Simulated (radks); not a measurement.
Neutral cobalt inside a hard spherical wall (all orbitals vanish at R), configuration held at [Ar] 3d7 4s2 and not refilled when levels cross. Method: non-relativistic Kohn-Sham, LDA (Slater exchange, Perdew-Wang correlation), spin-unpolarised, spherical densities, point nucleus; computed with a radial shooting solver on a logarithmic mesh with Libxc functionals. Eigenvalues in eV, with the zero of energy where the potential of the charges vanishes at infinity; a dash marks a level that is unbound or too diffuse for the functional's potential to be trusted. A positive occupied level is held by the wall or, in an anion where self-interaction has pushed it up, behind a barrier. The pressure on the wall is -dE/dV.

| R (bohr) | E (hartree) | kinetic (hartree) | e(3s) | e(3p) | e(3d) | e(4s) | e(4p, empty) | e(5s, empty) | pressure (GPa) |
|---|---|---|---|---|---|---|---|---|---|
| free | -1380.08060 | 1378.466 | -99.366 | -64.984 | -8.768 | -5.565 | -1.418 | -0.028 | 0 |
| 10 | -1380.08039 | 1378.468 | -99.347 | -64.964 | -8.749 | -5.549 | -1.326 | 1.614 | 0.00600 |
| 7 | -1380.07260 | 1378.524 | -98.986 | -64.604 | -8.398 | -5.212 | -0.571 | 6.122 | 0.458 |
| 6 | -1380.05416 | 1378.627 | -98.449 | -64.068 | -7.880 | -4.652 | 0.406 | 10.511 | 2.06 |
| 5 | -1379.99218 | 1378.914 | -97.224 | -62.848 | -6.709 | -3.200 | 2.635 | 19.320 | 10.2 |
| 4 | -1379.76686 | 1379.797 | -94.305 | -59.959 | -3.930 | 0.897 | 8.263 | 39.150 | 60.7 |
| 3.5 | -1379.46022 | 1380.891 | -91.409 | -57.109 | -1.138 | 5.635 | 14.326 | 58.790 | 167 |
| 3 | -1378.78301 | 1383.171 | -86.524 | -52.315 | 3.715 | 14.936 | 25.638 | 92.900 | 523 |
| 2 | -1372.27647 | 1403.859 | -60.102 | -25.744 | 33.075 | 86.030 | 103.78 | 295.42 | 9740 |
